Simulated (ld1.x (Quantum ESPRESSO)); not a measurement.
Which change was made? (S, ultrasoft)

ld1.x (Quantum ESPRESSO) 7.5 input, shortened:

```
&input
   title='S', zed=16., rel=1, dft='PBE', iswitch=3,
   config='[Ne] 3s2 3p3.5'
 /
 &inputp
   pseudotype=3, tm=.true., lloc=-1, rcloc=1.10,
   nlcc=.false.,
   which_augfun='PSQ', rmatch_augfun_nc=.true.
 /
4
3S  1  0   2.00   0.00  1.30  1.45  0.0
3S  1  0   0.00   2.20  1.30  1.45  0.0
3P  2  1   3.50   0.00  1.50  1.80  0.0
3P  2  1   0.00   0.15  1.50  1.80  0.0
 &test
   configts(1)='3s2 3p3.5'
 /
```

Cutoffs, loose and tight: the cutoffs (Ry, on a coarse ladder) from which the occupation-weighted sum of valence levels, in a spherical-Bessel basis at the reference potential, stays within 10 and 1 mRy of its value at 400 Ry. They do not see the model core or the augmentation charge, which bear on the density cutoff. Test errors are all-electron minus pseudo excitation energies from the reference, over the configurations 3s2 3p4; 3s2 3p3; 3s2 3p2; 3s2 3p1; 3s2 3p4.3; 3s0 3p6; 3s2 3p0; variants that change the core or the reference have their own tests. The largest error is taken over the tests solved by every variant that gives reliable tests at all, those not shown here included: 3s2 3p1; 3s2 3p2; 3s2 3p3; 3s2 3p4; 3s2 3p4.3.

The base gives: outcome: generated; cutoff, loose: 18 Ry; cutoff, tight: 30 Ry; bound ghosts: none; largest test error (meV): +19.

(1) After one change the result is: outcome: generated; cutoff, loose: 18 Ry; cutoff, tight: 30 Ry; bound ghosts: none; largest test error (meV): +29. Which change was it?
A. waves 3p (bound): rcut 1.50, rcutus 2.62 bohr; 3p channel at 0.15 Ry: rcut 1.50, rcutus 2.62 bohr
B. waves 3p (bound): rcut 1.16, rcutus 1.24 bohr; 3p channel at 0.15 Ry: rcut 1.16, rcutus 1.24 bohr
C. waves 3p (bound): rcut 1.38, rcutus 1.46 bohr; 3p channel at 0.15 Ry: rcut 1.38, rcutus 1.46 bohr
D. waves 3p (bound): rcut 1.50, rcutus 1.86 bohr; 3p channel at 0.15 Ry: rcut 1.50, rcutus 1.86 bohr

## Answers

(1) D. The others give: waves 3p (bound): rcut 1.16, rcutus 1.24 bohr; 3p channel at 0.15 Ry: rcut 1.16, rcutus 1.24 bohr → outcome: generated; cutoff, loose: 18 Ry; cutoff, tight: 35 Ry; bound ghosts: none; largest test error (meV): +9.3 | waves 3p (bound): rcut 1.38, rcutus 1.46 bohr; 3p channel at 0.15 Ry: rcut 1.38, rcutus 1.46 bohr → outcome: generated; cutoff, loose: 18 Ry; cutoff, tight: 35 Ry; bound ghosts: none; largest test error (meV): -4.4 | waves 3p (bound): rcut 1.50, rcutus 2.62 bohr; 3p channel at 0.15 Ry: rcut 1.50, rcutus 2.62 bohr → outcome: generated; cutoff, loose: 15 Ry; cutoff, tight: 21 Ry; bound ghosts: none; largest test error (meV): +107.
